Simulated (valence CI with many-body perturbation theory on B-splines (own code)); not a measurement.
# Questions on Pr20+

Level of theory: configuration interaction combined with many-body perturbation theory (CI+MBPT): three valence electrons over a frozen Dirac-Fock core [Kr], a basis of 7 s, 7 p, 8 d, 6 f, 4 g, 1 h functions for each j, with the one-electron correlation potential Σ1, the two-electron term Σ2, the three-electron term Σ3, Breit, model QED; selected CI, second order for the rest, scaled by the run's own slope (own B-spline code, finite nucleus).

No measured levels were compared; by estimate terms of the open shell hold to 2 to 4 % of their energy, and close levels can change places. Only levels of the ground parity were solved; by the run's estimate the other parity begins above the list, which can be wrong where configurations are misplaced.

Names give the largest LS component (configuration and term), which can be under half, so a name can repeat, a term be missing and a line seem to break the LS rules; names also repeat where a configuration has a term twice.

Rates and lifetimes use the calculated energies. Strong lines usually hold to 10 to 20 %, long lifetimes can be off by a factor of two.

Problem. What is the ground level?

Solution. 4d3 4F_3/2, composition 73 % 4d3 4F + 21 % 4d3 2D + 4 % 4d3 2P, g = 0.538.

Problem. How is the term 4F of the ground level split?

Solution. J = 3/2 at 0.0, J = 5/2 at 24162, J = 7/2 at 39224 cm⁻¹.

Problem. How well does LS coupling describe the low levels?

Solution. Among the lowest 19 levels the leading LS term, summed over configurations, holds 72 % on average. For single configurations the figures are 72 % in LS and 82 % in jj coupling. Terms mix most in the J = 9/2 level at 45856 cm⁻¹, where the leading one holds 40 %.

Problem. What is the ionisation energy?

Solution. 591.17 eV; NIST lists 590 ± 4 eV (theoretical).
